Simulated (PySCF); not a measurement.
**ECD: `C=C1C[C@H](S[SiH3])[Si@@H]1F`, C4H9FSSi2**

Geometry:
```csv
atom,x (Å),y (Å),z (Å)
C1,-2.674,0.525,0.479
C2,-1.518,-0.076,0.253
C3,-0.590,-0.731,1.255
C4,0.457,-1.287,0.264
S5,2.206,-0.972,0.703
Si6,2.495,1.142,0.517
Si7,-0.429,-0.476,-1.239
F8,0.287,0.810,-1.906
H9,-3.256,0.952,-0.320
H10,-3.084,0.619,1.473
H11,-0.158,-0.006,1.947
H12,-1.076,-1.507,1.847
H13,0.424,-2.375,0.227
H14,3.638,1.366,1.389
H15,1.300,1.820,1.004
H16,2.776,1.486,-0.869
H17,-0.805,-1.276,-2.385
```

The calculation used TDDFT BHandHLYP/def2-SVPD circular dichroism and optical rotation, one conformer, gas phase in PySCF. Geometry: GFN2-xTB.

The molecule is flexible and this is one conformer; a measurement averages over conformers.

Task: Assign R or S to each stereocentre.

Result: C4 S, Si7 R.

Task: List the lowest 12 singlet excitations with oscillator and rotatory strengths.

Result: Rotatory strengths R in 10⁻⁴⁰ esu² cm², velocity form and length form (origin at the centre of mass); f in length form.
```tsv
state	E (eV)	λ (nm)	f	R (velocity)	R (length)	main
1	5.04	246	0.010	-12.6	-12.6	HOMO→LUMO 0.90
2	5.76	215	0.007	-3.1	-3.2	HOMO→LUMO+1 0.61, HOMO→LUMO+2 0.08
3	6.06	205	0.010	-38.5	-36.9	HOMO−2→LUMO 0.41, HOMO−3→LUMO 0.36
4	6.37	195	0.154	+24.5	+25.6	HOMO−1→LUMO 0.55, HOMO→LUMO+4 0.13
5	6.40	194	0.064	-64.0	-65.2	HOMO−1→LUMO 0.30, HOMO→LUMO+3 0.18
6	6.49	191	0.137	+80.6	+80.7	HOMO−2→LUMO 0.44, HOMO−3→LUMO 0.38
7	6.62	187	0.006	+0.4	+0.4	HOMO→LUMO+3 0.51, HOMO→LUMO+4 0.29
8	6.77	183	0.016	-8.9	-8.5	HOMO→LUMO+2 0.49, HOMO→LUMO+1 0.12
9	7.07	175	0.015	-40.7	-35.7	HOMO→LUMO+5 0.47, HOMO→LUMO+7 0.20
10	7.25	171	0.010	+24.1	+17.5	HOMO−1→LUMO+1 0.63, HOMO−1→LUMO+2 0.15
11	7.34	169	0.016	-9.5	-7.6	HOMO−2→LUMO+1 0.43, HOMO→LUMO+6 0.08
12	7.40	167	0.010	+19.2	+14.1	HOMO→LUMO+6 0.45, HOMO→LUMO+8 0.16
```

Among the states computed, the strongest CD band (largest |R|) is state 6. The largest dissymmetry factor in size, g = 4R/(D+G), with D and G the electric and magnetic dipole strengths, is -0.034 for state 3 (velocity form, f = 0.010), among bands with |R| over 0.5. The mirror image has the same energies and oscillator strengths and all R with the opposite sign.
